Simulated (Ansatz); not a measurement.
Geometry optimisation, Ansatz 0.2.0, RKS PBE/6-31G*.

The input (input.yaml):

```yaml
crystal:
  periodic: [false, false, false]
  atoms:
    - { symbol: C, position_ang: [-0.8939, 1.1611, -0.4348] }
    - { symbol: B, position_ang: [-0.0079, -0.0027, 0.0003] }
    - { symbol: C, position_ang: [1.1425, 0.2304, 1.0329] }
    - { symbol: C, position_ang: [-0.1789, -1.4377, -0.6104] }
    - { symbol: H, position_ang: [-0.8599, 1.3403, -1.5617] }
    - { symbol: H, position_ang: [-0.6433, 2.1611, 0.0612] }
    - { symbol: H, position_ang: [-1.9677, 0.9734, -0.1802] }
    - { symbol: H, position_ang: [-0.83582, -0.03522, 0.82637] }
    - { symbol: H, position_ang: [1.2157, 1.3064, 1.4127] }
    - { symbol: H, position_ang: [2.1453, -0.0378, 0.5983] }
    - { symbol: H, position_ang: [-0.1549, -1.4093, -1.6892] }
    - { symbol: H, position_ang: [-1.2588, -1.7781, -0.3328] }
    - { symbol: H, position_ang: [0.4334, -2.1434, -0.2098] }
basis:
  gaussian: { orbitals: "6-31G*" }
hamiltonian:
  xc: pbe
relax:
  f_tol: 0.02
  max_steps: 50
```

Run as:

```bash
$ ansatz run input.yaml --threads 1 --pin off --max-ram 2048MiB --backend cpu --events-out ev --progress --plain --runs-dir out
```

Q: Where does it end, and by what steps?

A: It converged. The force dipped under the threshold on the way, but the program's further checks kept it going. After 21 steps the energy has fallen by 4.761 eV; H8 moved furthest, 1.87 Å. Parted: B2–H8. Joined: C3–H8.

```json
{"step": "0", "energy less start (eV)": "0.0000", "largest force component (eV/Å)": "4.352", "accepted": "yes"}
{"step": "1", "energy less start (eV)": "-1.4550", "largest force component (eV/Å)": "1.854", "accepted": "yes"}
{"step": "2", "energy less start (eV)": "-1.9834", "largest force component (eV/Å)": "1.527", "accepted": "yes"}
{"step": "3", "energy less start (eV)": "-2.3369", "largest force component (eV/Å)": "1.156", "accepted": "yes"}
{"step": "4", "energy less start (eV)": "-2.7677", "largest force component (eV/Å)": "1.578", "accepted": "yes"}
{"step": "5", "energy less start (eV)": "-3.3609", "largest force component (eV/Å)": "2.198", "accepted": "yes"}
{"step": "6", "energy less start (eV)": "-4.0198", "largest force component (eV/Å)": "1.707", "accepted": "yes"}
{"step": "7", "energy less start (eV)": "-4.3167", "largest force component (eV/Å)": "2.149", "accepted": "yes"}
{"step": "8", "energy less start (eV)": "-4.5635", "largest force component (eV/Å)": "0.385", "accepted": "yes"}
{"step": "9", "energy less start (eV)": "-4.6816", "largest force component (eV/Å)": "0.397", "accepted": "yes"}
{"step": "10", "energy less start (eV)": "-4.7343", "largest force component (eV/Å)": "0.301", "accepted": "yes"}
{"step": "11", "energy less start (eV)": "-4.7449", "largest force component (eV/Å)": "0.044", "accepted": "yes"}
{"step": "12", "energy less start (eV)": "-4.7503", "largest force component (eV/Å)": "0.122", "accepted": "yes"}
{"step": "13", "energy less start (eV)": "-4.7311", "largest force component (eV/Å)": "0.596", "accepted": "no"}
{"step": "14", "energy less start (eV)": "-4.7547", "largest force component (eV/Å)": "0.016", "accepted": "yes"}
{"step": "15", "energy less start (eV)": "-4.7558", "largest force component (eV/Å)": "0.187", "accepted": "yes"}
{"step": "16", "energy less start (eV)": "-4.7572", "largest force component (eV/Å)": "0.089", "accepted": "yes"}
{"step": "17", "energy less start (eV)": "-4.7591", "largest force component (eV/Å)": "0.005", "accepted": "yes"}
{"step": "18", "energy less start (eV)": "-4.7596", "largest force component (eV/Å)": "0.091", "accepted": "yes"}
{"step": "19", "energy less start (eV)": "-4.7602", "largest force component (eV/Å)": "0.033", "accepted": "yes"}
{"step": "20", "energy less start (eV)": "-4.7604", "largest force component (eV/Å)": "0.004", "accepted": "yes"}
{"step": "21", "energy less start (eV)": "-4.7607", "largest force component (eV/Å)": "0.016", "accepted": "yes"}
```

```xyz
13
Properties=species:S:1:pos:R:3
C -1.115 1.184 -0.547
B -0.161 0.016 -0.069
C 1.023 0.335 0.929
C -0.360 -1.456 -0.613
H -0.564 1.768 -1.315
H -1.333 1.911 0.258
H -2.065 0.862 -1.008
H 0.659 0.060 1.943
H 1.319 1.397 0.983
H 1.922 -0.287 0.765
H 0.061 -1.478 -1.641
H -1.420 -1.744 -0.727
H 0.170 -2.239 -0.044
```

The run took 26 s on 1 CPU thread of a shared host.
